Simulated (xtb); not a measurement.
Job for xtb: GFN-FF on CH4F3N (a complex), monomers drawn apart or pushed together.

```
$ xtb mol.xyz --gfnff --sp --chrg 0 --uhf 0
9

N     -0.07332316    -0.09997725     0.02944916
H      0.71954927    -0.60629838    -0.34933041
H     -0.91135449    -0.58099922    -0.27843413
H     -0.07790056     0.81735182    -0.40294962
F      1.35805409     0.58790827     5.59576581
C      0.13497575     0.21057138     5.17985488
F     -0.75471491     1.10738270     5.64407335
F     -0.14468061    -0.97927959     5.74322051
H      0.09423679     0.14684176     4.09042025
```

Program output:

```
[...]
           -------------------------------------------------
          |                Calculation Setup                |
           -------------------------------------------------



molecular fragmentation (1/2 indicates fragments):
111122222
# atoms in fragment 1/2:     4     5
 fragment masses (1/2) :       17.03       70.01
CMA distance (Bohr)    :  10.596
constraining FC (au)   :  0.0500

          ==================== Thresholds ====================
          CN  :   150.00000
          rep :   500.00000
          disp:  2500.00000
          HB1 :   250.00000
          HB2 :   450.00000

          Pauling EN used:
          Z : 1  EN :  2.20
          Z : 6  EN :  2.55
          Z : 7  EN :  3.04
          Z : 9  EN :  3.98
          electric field strengths (au): 0.000

           -------------------------------------------------
          |           Force Field Initialization            |
           -------------------------------------------------

          distances ...
          ----------------------------------------
          generating topology and atomic info file ...
          pair mat ...
          computing topology distances matrix with Floyd-Warshall algo ...
          making topology EEQ charges ...
          #fragments for EEQ constrain: 2
          ----------------------------------------
          generating topology and atomic info file ...
          pair mat ...
          computing topology distances matrix with Floyd-Warshall algo ...
          making topology EEQ charges ...
          rings ...
          # BATM   0
          # H in HB   4

  atom   neighbors  erfCN metchar sp-hybrid imet pi  qest     coordinates
    1  N       3    2.79   0.00         3    0    0  -0.424   -0.138561   -0.188930    0.055651
    2  H       1    0.98   0.00         0    0    0   0.141    1.359751   -1.145738   -0.660139
    3  H       1    0.98   0.00         0    0    0   0.141   -1.722210   -1.097929   -0.526164
    4  H       1    0.98   0.00         0    0    0   0.141   -0.147211    1.544571   -0.761464
    5  F       1    0.98   0.00         0    0    0  -0.126    2.566350    1.110986   10.574465
    6  C       4    3.49   0.00         3    0    0   0.228    0.255067    0.397922    9.788507
    7  F       1    0.98   0.00         0    0    0  -0.126   -1.426204    2.092650   10.665753
    8  F       1    0.98   0.00         0    0    0  -0.126   -0.273407   -1.850570   10.853114
    9  H       1    0.97   0.00         0    0    0   0.149    0.178082    0.277491    7.729774

          #atoms :   9
          #bonds :   7
          #angl  :   9
          #tors  :   1
          #nmol  :   2
          #optfrag :   2
           -------------------------------------------------
          |                   G F N - F F                   |
          |          A general generic force-field          |
          |                  Version 1.0.3                  |
           -------------------------------------------------
          Number of HB bonds (bound hydrogen)     90
          Number of HB bonds (unbound hydrogen)   54
          Number of XB bonds                      0

 E+G (total)                   0 d,  0 h,  0 min,  0.000 sec
 distance/D3 list               ...        0 min,  0.000 sec (  1.009%)
 non bonded repulsion           ...        0 min,  0.000 sec ( 16.407%)
 dCN                            ...        0 min,  0.000 sec (  9.088%)
 EEQ energy and q               ...        0 min,  0.000 sec (  8.503%)
 D3                             ...        0 min,  0.000 sec ( 13.151%)
 EEQ gradient                   ...        0 min,  0.000 sec (  7.163%)
Note: The following floating-point exceptions are signalling: IEEE_UNDERFLOW_FLAG IEEE_DENORMAL
normal termination of xtb
 bonds                          ...        0 min,  0.000 sec (  7.280%)
 bend and torsion               ...        0 min,  0.000 sec (  6.198%)
 bonded ATM                     ...        0 min,  0.000 sec (  0.410%)
 HB/XB (incl list setup)        ...        0 min,  0.000 sec ( 24.827%)

         :::::::::::::::::::::::::::::::::::::::::::::::::::::
         ::                     SUMMARY                     ::
         :::::::::::::::::::::::::::::::::::::::::::::::::::::
         :: total energy              -1.068823905946 Eh    ::
         :: gradient norm              0.047272788390 Eh/a0 ::
         ::.................................................::
         :: bond energy               -1.060664927051 Eh    ::
         :: angle energy               0.000826037053 Eh    ::
         :: torsion energy             0.000030618054 Eh    ::
         :: repulsion energy           0.053901269448 Eh    ::
         :: electrostat energy        -0.061457416798 Eh    ::
         :: dispersion energy         -0.001316038286 Eh    ::
         :: HB energy                 -0.000143448366 Eh    ::
         :: XB energy                  0.000000000000 Eh    ::
         :: bonded atm energy          0.000000000000 Eh    ::
         :: external energy            0.000000000000 Eh    ::
         :: add. restraining           0.000000000000 Eh    ::
         :: total charge              -0.000000000000 e     ::
         :::::::::::::::::::::::::::::::::::::::::::::::::::::

           -------------------------------------------------
          |                Property Printout                |
           -------------------------------------------------

molecular dipole:
                 x           y           z       tot (Debye)
 q only:       -0.046      -0.069      -1.160       2.957

           -------------------------------------------------
          | TOTAL ENERGY               -1.068823905946 Eh   |
          | GRADIENT NORM               0.047272788390 Eh/α |
           -------------------------------------------------
########################################################################
[WARNING] Runtime exception occurred
-1- gfnff_setup: Could not read topology file.
########################################################################

------------------------------------------------------------------------
------------------------------------------------------------------------
 total:
 SCF:
```

The run finished.

Cost: very roughly 0.04 core-seconds.
